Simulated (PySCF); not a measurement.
A side-by-side comparison of computed properties.

First species: C₅H₈N₂O.
Numbering: `[CH3:1][O:2][CH2:3][c:4]1[cH:5][nH:6][cH:7][n:8]1` (hydrogens: H9, H10, H11 on C1; H12, H13 on C3; H14 on C5; H15 on N6; H16 on C7)

Second species: C4H11FSi2.
Cartesian coordinates in Å at the GFN2-xTB level; atoms count from 1:
```xyz
18
C4H11FSi2 angstrom
F     -3.4322   -0.3023   -1.0479
C     -2.2008   -0.4397   -0.4386
C     -1.0572   -0.5737   -1.4532
Si    -0.0676    0.7931   -0.5511
C      1.3778    0.1990    0.5191
Si     2.8943   -0.4138   -0.4528
C     -1.7772    0.8283    0.3139
H     -2.2928   -1.3122    0.2159
H     -0.6515   -1.5795   -1.5233
H     -1.4040   -0.2867   -2.4432
H      0.2631    1.9758   -1.3525
H      1.0382   -0.5969    1.1822
H      1.6874    1.0198    1.1647
H      3.3596    0.6537   -1.3388
H      2.5404   -1.5956   -1.2399
H      3.9590   -0.7654    0.4921
H     -1.8405    0.7373    1.3951
H     -2.4048    1.6651    0.0172
```

Levels: PBE0/def2-SVPD for dipole moment, HOMO energy, LUMO energy, HOMO–LUMO gap, static isotropic polarisability and electronic spatial extent ⟨r²⟩ about the centre of nuclear charge; TDDFT PBE0/def2-SVPD for lowest singlet excitation; TDA PBE0/def2-SVPD for lowest triplet excitation (Tamm–Dancoff); GFN2-xTB for rotational constant A and rotational constant C. Geometries: GFN2-xTB. All species are isolated and taken at one optimised geometry, non-relativistic unless stated. Electronic properties by PySCF.

Dipoles, sizes and rotational constants follow the conformer. The torsions of the flexible species, by atom-mapped SMILES:
- `[CH3:1][O:2][CH2:3][c:4]1[cH:5][nH:6][cH:7][n:8]1`: C1–O2–C3–C4 68°, O2–C3–C4–C5 66°
- `[F:1][C@H:2]1[CH2:3][Si@H:4]([CH2:5][SiH3:6])[CH2:7]1`: C3–Si4–C5–Si6 73°

(1) Which has the higher ⟨r²⟩?

(2) Which of the two has the higher rotational constant A, and by how much?

(3) Which of the two has the higher LUMO energy, and by how much?

(4) Which of the two has the higher S1 energy, and by how much?

(5) Which of the two has the higher rotational constant C, and by how much?

(6) Which has the higher T1 energy?

(7) Which has the higher HOMO–LUMO gap?

(8) Which of the two has the higher dipole moment, and by how much?

Results:

(1) The second: 1619 bohr² against 993 bohr², a difference of 626 bohr².

(2) The first: 4.879 GHz against 4.771 GHz, a difference of 0.108 GHz.

(3) The first: 0.39 eV against 0.18 eV, a difference of 0.21 eV.

(4) The second: 7.08 eV against 6.04 eV, a difference of 1.04 eV.

(5) The first: 1.275 GHz against 0.702 GHz, a difference of 0.573 GHz.

(6) The second: 6.41 eV against 4.41 eV, a difference of 2.00 eV.

(7) The second: 8.15 eV against 7.09 eV, a difference of 1.06 eV.

(8) The first: 3.73 D against 2.25 D, a difference of 1.48 D.

On the first: In wavenumbers S1 is 48700 cm⁻¹ (1 eV = 8065.54 cm⁻¹). S1 lies 1.05 eV below the HOMO–LUMO gap; its leading configuration is HOMO→LUMO+1, weight 0.94.

On the second: In atomic units the dipole is 0.88 e·bohr (1 au = 2.5417 D). The 6 singlets span 7.08 to 7.71 eV, and their oscillator strengths add up to 0.21.
